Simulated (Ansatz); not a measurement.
Computed with B3LYP-D3(BJ)/def2-TZVP run with Ansatz (an electronic-structure program). No frequencies were computed at this level.

Ansatz 0.2 input:
```yaml
crystal:
  periodic: [false, false, false]
  atoms:
    - { symbol: C, position_ang: [-1.424215, -0.713601, 0.051405] }
    - { symbol: C, position_ang: [-0.592389, 0.30208, 0.244051] }
    - { symbol: B, position_ang: [0.957703, 0.299093, -0.101341] }
    - { symbol: O, position_ang: [1.730236, 1.390815, 0.110886] }
    - { symbol: O, position_ang: [1.589016, -0.777829, -0.619214] }
    - { symbol: H, position_ang: [-1.095055, -1.65117, -0.372678] }
    - { symbol: H, position_ang: [-2.472771, -0.668233, 0.302009] }
    - { symbol: H, position_ang: [-1.007145, 1.208861, 0.674088] }
    - { symbol: H, position_ang: [1.281902, 2.151288, 0.476265] }
    - { symbol: H, position_ang: [1.032717, -1.541304, -0.76547] }
basis:
  gaussian: { orbitals: def2-tzvp }
hamiltonian:
  xc: b3lyp
  dispersion: d3bj
relax:
  max_steps: 150
```

Output:

```
[...]
these checks for a lower state are left out or cut short: starts, cluster_reference, orbital_swaps, neighbouring_geometries, increment
1051 factors; their error is unknown
mean field -6931.39643847 eV, -254.7241208444 hartree, gradient 1.3e-5 eV, S^2 0.000000; 0 other end points of the search recorded, 0 dependent functions left out
reference -6931.39668633 eV, -254.7241299532 hartree; 19, 19 occupied and 166, 166 virtual orbitals, 1051 factors
relax step   3: F+E_penalty+E_count = -6931.69025345 eV  Δ(F+E_penalty+E_count) = -3.698e-3 eV  max|allowed force component| = 5.733e-2 eV/Å  Δτ_max = 0.0080 Å  (33 SCF iters, accepted)
these checks for a lower state are left out or cut short: starts, cluster_reference, orbital_swaps, neighbouring_geometries, increment
1051 factors; their error is unknown
mean field evaluation 32: about -6931.3937 eV, gradient 1.6e0 eV
mean field -6931.39659646 eV, -254.7241266507 hartree, gradient 1.2e-5 eV, S^2 0.000000; 0 other end points of the search recorded, 0 dependent functions left out
reference -6931.39684436 eV, -254.7241357608 hartree; 19, 19 occupied and 166, 166 virtual orbitals, 1051 factors
relax step   4: F+E_penalty+E_count = -6931.69048802 eV  Δ(F+E_penalty+E_count) = -2.346e-4 eV  max|allowed force component| = 2.108e-2 eV/Å  Δτ_max = 0.0315 Å  (33 SCF iters, accepted)
these checks for a lower state are left out or cut short: starts, cluster_reference, orbital_swaps, neighbouring_geometries, increment
1051 factors; their error is unknown
mean field -6931.39685919 eV, -254.7241363056 hartree, gradient 1.2e-5 eV, S^2 0.000000; 0 other end points of the search recorded, 0 dependent functions left out
reference -6931.39710718 eV, -254.7241454190 hartree; 19, 19 occupied and 166, 166 virtual orbitals, 1051 factors
relax step   5: F+E_penalty+E_count = -6931.69079406 eV  Δ(F+E_penalty+E_count) = -3.060e-4 eV  max|allowed force component| = 7.072e-3 eV/Å  Δτ_max = 0.0212 Å  (32 SCF iters, accepted)
these checks for a lower state are left out or cut short: starts, cluster_reference, orbital_swaps, neighbouring_geometries, increment
1051 factors; their error is unknown
mean field -6931.39691220 eV, -254.7241382536 hartree, gradient 1.2e-5 eV, S^2 0.000000; 0 other end points of the search recorded, 0 dependent functions left out
reference -6931.39716035 eV, -254.7241473730 hartree; 19, 19 occupied and 166, 166 virtual orbitals, 1051 factors
relax step   6: F+E_penalty+E_count = -6931.69087871 eV  Δ(F+E_penalty+E_count) = -8.464e-5 eV  max|allowed force component| = 1.547e-2 eV/Å  Δτ_max = 0.0188 Å  (33 SCF iters, accepted)
these checks for a lower state are left out or cut short: starts, cluster_reference, orbital_swaps, neighbouring_geometries, increment
1051 factors; their error is unknown
mean field -6931.39701408 eV, -254.7241419979 hartree, gradient 1.1e-5 eV, S^2 0.000000; 0 other end points of the search recorded, 0 dependent functions left out
reference -6931.39726299 eV, -254.7241511452 hartree; 19, 19 occupied and 166, 166 virtual orbitals, 1051 factors
relax step   7: F+E_penalty+E_count = -6931.69102926 eV  Δ(F+E_penalty+E_count) = -1.506e-4 eV  max|allowed force component| = 4.739e-2 eV/Å  Δτ_max = 0.0591 Å  (32 SCF iters, accepted)
these checks for a lower state are left out or cut short: starts, cluster_reference, orbital_swaps, neighbouring_geometries, increment
1051 factors; their error is unknown
mean field evaluation 64: about -6931.3972 eV, gradient 6.6e-3 eV
mean field -6931.39718015 eV, -254.7241481008 hartree, gradient 1.2e-5 eV, S^2 0.000000; 0 other end points of the search recorded, 0 dependent functions left out
reference -6931.39742925 eV, -254.7241572552 hartree; 19, 19 occupied and 166, 166 virtual orbitals, 1051 factors
relax step   8: F+E_penalty+E_count = -6931.69119046 eV  Δ(F+E_penalty+E_count) = -1.612e-4 eV  max|allowed force component| = 4.484e-2 eV/Å  Δτ_max = 0.0136 Å  (32 SCF iters, accepted)
these checks for a lower state are left out or cut short: starts, cluster_reference, orbital_swaps, neighbouring_geometries, increment
1051 factors; their error is unknown
mean field -6931.39693773 eV, -254.7241391920 hartree, gradient 1.4e-5 eV, S^2 0.000000; 0 other end points of the search recorded, 0 dependent functions left out
reference -6931.39718806 eV, -254.7241483913 hartree; 19, 19 occupied and 166, 166 virtual orbitals, 1051 factors
relax step   9: F+E_penalty+E_count = -6931.69070617 eV  Δ(F+E_penalty+E_count) = +4.843e-4 eV  max|allowed force component| = 2.209e-1 eV/Å  Δτ_max = 0.1346 Å  (31 SCF iters, rejected (line search))
these checks for a lower state are left out or cut short: starts, cluster_reference, orbital_swaps, neighbouring_geometries, increment
1051 factors; their error is unknown
mean field -6931.36658912 eV, -254.7230239013 hartree, gradient 1.2e-5 eV, S^2 0.000000; 0 other end points of the search recorded, 0 dependent functions left out
reference -6931.36683889 eV, -254.7230330800 hartree; 19, 19 occupied and 166, 166 virtual orbitals, 1051 factors
relax step  10: F+E_penalty+E_count = -6931.66025954 eV  Δ(F+E_penalty+E_count) = +3.093e-2 eV  max|allowed force component| = 5.085e-1 eV/Å  Δτ_max = 0.0673 Å  (33 SCF iters, rejected (line search))
these checks for a lower state are left out or cut short: starts, cluster_reference, orbital_swaps, neighbouring_geometries, increment
1051 factors; their error is unknown
mean field -6931.39782434 eV, -254.7241717744 hartree, gradient 1.2e-5 eV, S^2 0.000000; 0 other end points of the search recorded, 0 dependent functions left out
reference -6931.39807391 eV, -254.7241809458 hartree; 19, 19 occupied and 166, 166 virtual orbitals, 1051 factors
relax step  11: F+E_penalty+E_count = -6931.69180508 eV  Δ(F+E_penalty+E_count) = -6.146e-4 eV  max|allowed force component| = 8.263e-3 eV/Å  Δτ_max = 0.0336 Å  (33 SCF iters, accepted)
these checks for a lower state are left out or cut short: starts, cluster_reference, orbital_swaps, neighbouring_geometries, increment
1051 factors; their error is unknown
mean field -6931.39841706 eV, -254.7241935563 hartree, gradient 1.3e-5 eV, S^2 0.000000; 0 other end points of the search recorded, 0 dependent functions left out
reference -6931.39866730 eV, -254.7242027527 hartree; 19, 19 occupied and 166, 166 virtual orbitals, 1051 factors
relax step  12: F+E_penalty+E_count = -6931.69221985 eV  Δ(F+E_penalty+E_count) = -4.148e-4 eV  max|allowed force component| = 8.933e-2 eV/Å  Δτ_max = 0.0983 Å  (32 SCF iters, accepted)
these checks for a lower state are left out or cut short: starts, cluster_reference, orbital_swaps, neighbouring_geometries, increment
1051 factors; their error is unknown
mean field evaluation 96: about -6931.4021 eV, gradient 1.2e-3 eV
mean field -6931.39845142 eV, -254.7241948190 hartree, gradient 1.3e-5 eV, S^2 0.000000; 0 other end points of the search recorded, 0 dependent functions left out
reference -6931.39870162 eV, -254.7242040136 hartree; 19, 19 occupied and 166, 166 virtual orbitals, 1051 factors
relax step  13: F+E_penalty+E_count = -6931.69232368 eV  Δ(F+E_penalty+E_count) = -1.038e-4 eV  max|allowed force component| = 6.385e-2 eV/Å  Δτ_max = 0.0072 Å  (33 SCF iters, accepted)
these checks for a lower state are left out or cut short: starts, cluster_reference, orbital_swaps, neighbouring_geometries, increment
1051 factors; their error is unknown
mean field -6931.39882868 eV, -254.7242086831 hartree, gradient 1.3e-5 eV, S^2 0.000000; 0 other end points of the search recorded, 0 dependent functions left out
reference -6931.39907879 eV, -254.7242178744 hartree; 19, 19 occupied and 166, 166 virtual orbitals, 1051 factors
relax step  14: F+E_penalty+E_count = -6931.69276686 eV  Δ(F+E_penalty+E_count) = -4.432e-4 eV  max|allowed force component| = 3.168e-2 eV/Å  Δτ_max = 0.0052 Å  (32 SCF iters, accepted)
these checks for a lower state are left out or cut short: starts, cluster_reference, orbital_swaps, neighbouring_geometries, increment
1051 factors; their error is unknown
mean field -6931.39874105 eV, -254.7242054628 hartree, gradient 1.3e-5 eV, S^2 0.000000; 0 other end points of the search recorded, 0 dependent functions left out
reference -6931.39899113 eV, -254.7242146531 hartree; 19, 19 occupied and 166, 166 virtual orbitals, 1051 factors
relax step  15: F+E_penalty+E_count = -6931.69276481 eV  Δ(F+E_penalty+E_count) = +2.049e-6 eV  max|allowed force component| = 3.823e-2 eV/Å  Δτ_max = 0.0045 Å  (33 SCF iters, rejected (line search))
these checks for a lower state are left out or cut short: starts, cluster_reference, orbital_swaps, neighbouring_geometries, increment
1051 factors; their error is unknown
mean field -6931.39884145 eV, -254.7242091523 hartree, gradient 1.3e-5 eV, S^2 0.000000; 0 other end points of the search recorded, 0 dependent functions left out
reference -6931.39909154 eV, -254.7242183432 hartree; 19, 19 occupied and 166, 166 virtual orbitals, 1051 factors
relax step  16: F+E_penalty+E_count = -6931.69281963 eV  Δ(F+E_penalty+E_count) = -5.278e-5 eV  max|allowed force component| = 8.169e-3 eV/Å  Δτ_max = 0.0022 Å  (35 SCF iters, accepted)
these checks for a lower state are left out or cut short: starts, cluster_reference, orbital_swaps, neighbouring_geometries, increment
1051 factors; their error is unknown
mean field evaluation 128: about -6931.3991 eV, gradient 1.1e-5 eV
mean field -6931.39907713 eV, -254.7242178135 hartree, gradient 1.1e-5 eV, S^2 0.000000; 0 other end points of the search recorded, 0 dependent functions left out
reference -6931.39932700 eV, -254.7242269962 hartree; 19, 19 occupied and 166, 166 virtual orbitals, 1051 factors
relax step  17: F+E_penalty+E_count = -6931.69308864 eV  Δ(F+E_penalty+E_count) = -2.690e-4 eV  max|allowed force component| = 2.321e-2 eV/Å  Δτ_max = 0.0442 Å  (32 SCF iters, accepted)
these checks for a lower state are left out or cut short: starts, cluster_reference, orbital_swaps, neighbouring_geometries, increment
1051 factors; their error is unknown
mean field -6931.39916431 eV, -254.7242210172 hartree, gradient 1.3e-5 eV, S^2 0.000000; 0 other end points of the search recorded, 0 dependent functions left out
reference -6931.39941384 eV, -254.7242301872 hartree; 19, 19 occupied and 166, 166 virtual orbitals, 1051 factors
relax step  18: F+E_penalty+E_count = -6931.69319859 eV  Δ(F+E_penalty+E_count) = -1.100e-4 eV  max|allowed force component| = 2.582e-2 eV/Å  Δτ_max = 0.0333 Å  (31 SCF iters, accepted)
these checks for a lower state are left out or cut short: starts, cluster_reference, orbital_swaps, neighbouring_geometries, increment
1051 factors; their error is unknown
mean field -6931.39920694 eV, -254.7242225840 hartree, gradient 1.3e-5 eV, S^2 0.000000; 0 other end points of the search recorded, 0 dependent functions left out
reference -6931.39945635 eV, -254.7242317495 hartree; 19, 19 occupied and 166, 166 virtual orbitals, 1051 factors
relax step  19: F+E_penalty+E_count = -6931.69324873 eV  Δ(F+E_penalty+E_count) = -5.014e-5 eV  max|allowed force component| = 1.239e-2 eV/Å  Δτ_max = 0.0105 Å  (33 SCF iters, accepted)
these checks for a lower state are left out or cut short: starts, cluster_reference, orbital_swaps, neighbouring_geometries, increment
1051 factors; their error is unknown
mean field -6931.39916413 eV, -254.7242210106 hartree, gradient 1.3e-5 eV, S^2 0.000000; 0 other end points of the search recorded, 0 dependent functions left out
reference -6931.39941335 eV, -254.7242301695 hartree; 19, 19 occupied and 166, 166 virtual orbitals, 1051 factors
relax step  20: F+E_penalty+E_count = -6931.69321028 eV  Δ(F+E_penalty+E_count) = +3.845e-5 eV  max|allowed force component| = 2.081e-2 eV/Å  Δτ_max = 0.0119 Å  (32 SCF iters, rejected (line search))
these checks for a lower state are left out or cut short: starts, cluster_reference, orbital_swaps, neighbouring_geometries, increment
1051 factors; their error is unknown
mean field -6931.39922719 eV, -254.7242233282 hartree, gradient 1.3e-5 eV, S^2 0.000000; 0 other end points of the search recorded, 0 dependent functions left out
reference -6931.39947652 eV, -254.7242324909 hartree; 19, 19 occupied and 166, 166 virtual orbitals, 1051 factors
relax step  21: F+E_penalty+E_count = -6931.69326244 eV  Δ(F+E_penalty+E_count) = -1.370e-5 eV  max|allowed force component| = 4.241e-3 eV/Å  Δτ_max = 0.0049 Å  (33 SCF iters, accepted)
1051 factors; their error is unknown
mean field evaluation 160: about -6931.3989 eV, gradient 4.6e-1 eV
mean field -6931.39922719 eV, -254.7242233282 hartree, gradient 1.3e-5 eV, S^2 0.000000; 1 other end points of the search recorded, 0 dependent functions left out
reference -6931.39947652 eV, -254.7242324909 hartree; 19, 19 occupied and 166, 166 virtual orbitals, 1051 factors
Total energy: -6931.69351177 eV, -254.7350380868 hartree
Atom 0 at    -1.434514    -0.668883    -0.024417 Å, force    -0.000142     0.001793     0.004182 eV/Å
Atom 1 at    -0.554846     0.257430     0.354133 Å, force    -0.001280    -0.001696    -0.000938 eV/Å
Atom 2 at     0.951200     0.287119    -0.086798 Å, force     0.001300     0.004241     0.001782 eV/Å
Atom 3 at     1.693742     1.433429    -0.029565 Å, force    -0.002281    -0.003307    -0.000819 eV/Å
Atom 4 at     1.613154    -0.810384    -0.557590 Å, force    -0.001294    -0.002542    -0.000501 eV/Å
Atom 5 at    -1.157254    -1.494193    -0.674067 Å, force     0.001457    -0.002723    -0.002458 eV/Å
Atom 6 at    -2.475219    -0.647181     0.278132 Å, force    -0.000153     0.001579    -0.001120 eV/Å
Atom 7 at    -0.928157     1.061951     0.986636 Å, force     0.000479    -0.000139     0.000205 eV/Å
Atom 8 at     1.199159     2.197695     0.276327 Å, force     0.000498     0.000280    -0.000119 eV/Å
Atom 9 at     1.092735    -1.616981    -0.522790 Å, force     0.001415     0.002515    -0.000213 eV/Å
Dipole moment:    -0.575690    -0.022874     0.168045 e Å
```

Cost: about 110 core-seconds (a rough figure).
